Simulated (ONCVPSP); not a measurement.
**Pseudopotential generation for Hf (Z = 72): ONCV, PBE, non-relativistic.**

Hf, optimised norm-conserving Vanderbilt (ONCV), made with ONCVPSP 4.0.1 (PBE, non-relativistic). Core [Xe] 4f14, reference 5d2 6s1 (charge +1). Waves: 6s: rc 3.05 bohr, ncon 5, nbas 9, qcut 1.6 1/bohr, 2 projectors, debl 2.4 Ha; p scattering state at 0.2 Ha: rc 2.75 bohr, ncon 4, nbas 8, qcut 3.3 1/bohr, 2 projectors, debl 3.5 Ha; 5d: rc 2.70 bohr, ncon 3, nbas 8, qcut 5.5 1/bohr, 2 projectors, debl 4 Ha. Local part: polynomial inside 2.55 bohr (lpopt 5, dvloc0 0 Ha). Core correction: none.

In the p channel the program set the typed energies aside and used 0.050, 3.550 Ha.

All-electron outer shells of the reference configuration (PBE, non-relativistic, ld1.x):

```
shell  level (eV)  outermost node (bohr)  outermost maximum (bohr)
   4f      -30.09                      –                      0.45
   5d      -10.04                   0.67                      1.63
   6s       -9.84                   1.49                      3.04
```

(1) Estimate the cutoffs (Ha) at which the residual kinetic energy of the hardest occupied pseudo-wave falls to 1 and 0.1 mHa per electron.

(2) Does the potential have ghost states?

(3) Tests: 5d2 6s2; 5d2 6s0; 5d1 6s0; 5d2.5 6s1.5. Which has the largest error in its energy relative to the reference configuration, and how large is it?

## Answers

(1) 10 Ha and 19 Ha. The cutoffs count occupied waves only; projector 2 of the p channel, the hardest unoccupied one, needs 33 Ha at the loose tolerance.

(2) No bound ghost flagged; GHOST(+) flagged for s at 39.4 eV, p at 98.9 eV.

(3) 5d1 6s0, with +373 meV (all-electron minus pseudo) on +35.29 eV.
